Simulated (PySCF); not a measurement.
A structure optimised at PBE-D3(BJ)/def2-SVP, used in a PySCF frequency run:

```xyz
11

Ta     0.0292    -0.0134     0.0000
N      1.7237     0.5566     0.0000
H      2.7257     0.7497     0.0000
O     -0.2323    -1.9322     0.0000
H      0.3170    -2.7309     0.0000
N     -0.7938     0.7505     1.6612
H     -0.3660     1.4182     2.3079
H     -1.7681     0.5875     1.9403
N     -0.7938     0.7505    -1.6612
H     -0.3660     1.4182    -2.3079
H     -1.7681     0.5875    -1.9403
```
Charge 0, spin multiplicity 1.

### Question
Write its SMILES, formula and point group.

### Answer
[NH]=[Ta]([NH2])([NH2])[OH], H6N3OTa, Cs

### Question
What are its rotational constants (standard atomic weights)?

### Answer
3.0241, 2.9752, 2.6808 GHz
